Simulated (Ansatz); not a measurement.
`C[NH][AlH][SH]` + H₂ → `C[NH][AlH2]` + H₂S at 500 K and 1 bar (hydrogenolysis of the Al–S bond).

Gas-phase electronic energies from Ansatz, PBE0-D4/def2-TZVP geometries. CCSD(T)/CBS adds triple-zeta CCSD(T) − MP2 to the extrapolated MP2 energy (def2 sets, frozen cores). This one scheme is used for every species. One conformer a species, not always the lowest.

```tsv
species	CCSD(T)/CBS energy (Eh)	H − E (kJ/mol)	S (J/(mol·K))
`C[NH][AlH][SH]`	-736.22383	230.9	405.3
H₂	-1.17544	41.0	145.5
`C[NH][AlH2]`	-338.38977	213.6	341.5
H₂S	-398.97279	57.0	224.0
```

H − E and S are ideal-gas, rigid-rotor, harmonic terms from PBE0-D4/def2-TZVP, for one conformer and one mirror image of each species. The MP2-based limit puts H₂ 0.8 mEh under its directly extrapolated value; such offsets cancel only in part. 1 Eh = 2625.50 kJ/mol, R = 8.31446 J/(mol·K).

Question: By hand: ΔE, ΔH, ΔS and ΔG.

Answer: ΔE = (-338.38977) + (-398.97279) − (-736.22383) − (-1.17544) = 0.03671 Eh = 96.4 kJ/mol. Δ(H − E) = 213.6 + 57.0 − 230.9 − 41.0 = -1.3, so ΔH = 95.1 kJ/mol. ΔS = 341.5 + 224.0 − 405.3 − 145.5 = 14.7 J/(mol·K). ΔG = 95.1 − 500 × (14.7)/1000 = 87.8 kJ/mol.

Question: By hand: the equilibrium constant, and the temperature at which ΔG would vanish if ΔH and ΔS stayed fixed.

Answer: log₁₀ K = −ΔG/(RT ln 10) = -9.2. ΔG = 0 at ΔH/ΔS = 6469 K, far beyond where these terms or the molecules hold.

The number of gas molecules stays the same, so ΔS is small and ΔH decides. A doubt of 5 kJ/mol in ΔE shifts log₁₀ K by 0.5 here. Other conformers and mirror images would add mixing entropy, several J/(mol·K) or more a flexible species. These are equilibria of isolated gas molecules and say nothing of rates. Largest T1 diagnostic: 0.012 (customary marks: 0.02 for closed shells, 0.045 for open ones).
